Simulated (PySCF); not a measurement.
All of these have the formula C6H6F2. Level of theory: PySCF, TDDFT CAM-B3LYP/def2-SVPD, vertical, gas phase, core orbitals frozen in the response. Geometries: GFN2-xTB; one conformer of each isolated species. Triplets are in the Tamm–Dancoff approximation. 'Strongest' means the level of largest summed f among the lowest 8 singlets; it needn't be the same kind of state in each.

Task: Rank by computed HOMO–LUMO gap, highest first.
A. `C(=C)/C(F)=C/C=C/F`
B. `C/C(F)=C1\C=C(F)C1`
C. `C[C@H]1C(F)=C/C1=C/F`
D. `FC1=C[C@@H]2C[C@]2(F)C1`
E. `FC(F)=CC1=CCC1`

Result: D (9.46 eV), C (8.58 eV), B (8.45 eV), E (8.13 eV), A (6.96 eV).

```csv
SMILES,gap (eV),α (au),f (S1),T1 (eV),HOMO (eV),f (strongest),S1 mainly
FC1=C[C@@H]2C[C@]2(F)C1,9.46,63.9,0.118,4.16,-8.36,0.12,H→L (91%)
C[C@H]1C(F)=C/C1=C/F,8.58,71.1,0.301,3.47,-7.93,0.30,H→L (93%)
C/C(F)=C1\C=C(F)C1,8.45,72.9,0.378,3.42,-7.69,0.38,H→L (95%)
FC(F)=CC1=CCC1,8.13,74.2,0.625,3.18,-7.78,0.62,H→L (98%)
C=C/C(F)=C/C=C/F,6.96,91.1,1.079,2.52,-7.56,1.08,H→L (98%)
```

H and L stand for HOMO and LUMO.
